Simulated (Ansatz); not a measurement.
Ansatz (a quantum-chemistry and plane-wave program) input:

Ansatz 0.2 input:
```yaml
crystal:
  periodic: [false, false, false]
  atoms:
    - {symbol: Sn, position_ang: [-0.02039849, -0.03269684, 1.26127392]}
    - {symbol: I, position_ang: [1.12139866, -1.94936602, -0.62789437]}
    - {symbol: I, position_ang: [-1.10215480, 1.98021209, -0.56198669]}
basis:
  gaussian:
    orbitals: def2-SVPD
total_charge: -1
magnetization: {spin_polarized: true, initial_magnetization: 1}
correlation: {method: ccsd_t, electrons: outside_noble_gas}
output: {forces: true}
```

### Question
What final total energy does it print?

### Answer
-807.14713 Eh (CCSD(T)/def2-SVPD). The basis has 102 functions.
